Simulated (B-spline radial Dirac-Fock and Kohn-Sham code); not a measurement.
Method: Dirac-Fock ΔSCF + Breit + QED. Computed with an atomic code on a B-spline grid. Free neutral atoms.

Question: Order these X-ray lines by photon energy, lowest first.
A. Pb Mβ
B. La Lα2
C. Cs Lα2
D. Sn Lβ15
E. Au Mα2
F. Ru Lγ3

Answer: E (2121.4 eV), A (2445.5 eV), F (3185.3 eV), D (3905.7 eV), C (4272.8 eV), B (4633.7 eV).
